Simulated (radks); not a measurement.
The numbers below are computed, except where a source is named.
Effect of the nuclear size on the scandium ion Sc19+, [He]. Level of theory: Dirac Kohn-Sham, relativistic LDA (MacDonald-Vosko exchange, VWN5 correlation), spin-unpolarised, spherical densities, finite nucleus; Fermi nuclear charge, rms radius 3.5459 fm (a radial shooting solver on a logarithmic mesh with Libxc functionals). The rms radius is varied about that value; shifts are against it.

rms radius (fm),total energy shift (eV),density at nucleus (e/bohr^3),1s1/2 shift (meV),2s1/2 (empty) shift (meV)
3.0956,-0.00845,6662,-3.98,-0.466
3.3331,-0.00413,6649,-1.95,-0.228
3.5459,0,6637,0.000,0.000
3.7303,0.00378,6628,1.78,0.208
3.9218,0.00790,6618,3.72,0.436

Slopes of the eigenvalues against <r^2> in GHz/fm^2, as finite differences over the two radii next to the reference (eigenvalue slopes, not the field-shift constants of lines): 1s1/2 321, 2s1/2 (empty) 37.6.
